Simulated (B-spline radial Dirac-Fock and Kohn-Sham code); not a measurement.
# Ru⁺ in Watson spheres of different radius

These are calculated numbers from a B-spline atomic structure program; the model is Dirac-Fock energy differences between relaxed states, corrected for Breit and QED terms. The ion, [Kr] 4d7, sits in a hollow sphere of charge Q = -1, a simple model of the Madelung potential. Inside the sphere an electron's potential energy is raised by the constant 14.40·|Q|/R eV, so binding energies fall by about that much as long as the orbitals stay inside.

| radius (Å) | 14.40 |Q|/R (eV) | 1s (eV) | 2s (eV) | 2p1/2 (eV) | 2p3/2 (eV) | 3s (eV) | 3p1/2 (eV) | 3p3/2 (eV) | 3d5/2 (eV) | 4s (eV) | 4p1/2 (eV) | 4p3/2 (eV) | 4d (eV) |
| --- | --- | --- | --- | --- | --- | --- | --- | --- | --- | --- | --- | --- | --- |
| 2 | 7.20 | 22126.6 | 3239.9 | 2977.7 | 2848.7 | 597.7 | 495.6 | 473.1 | 288.9 | 90.17 | 57.93 | 54.59 | 9.04 |
| 2.4 | 6.00 | 22127.7 | 3241.0 | 2978.8 | 2849.8 | 598.9 | 496.7 | 474.2 | 290.0 | 91.31 | 59.07 | 55.74 | 10.19 |

From the smallest to the largest radius 1s moves by +1.1 eV, while the constant potential alone would give +1.2 eV; the difference comes from charge outside the sphere and its screening.
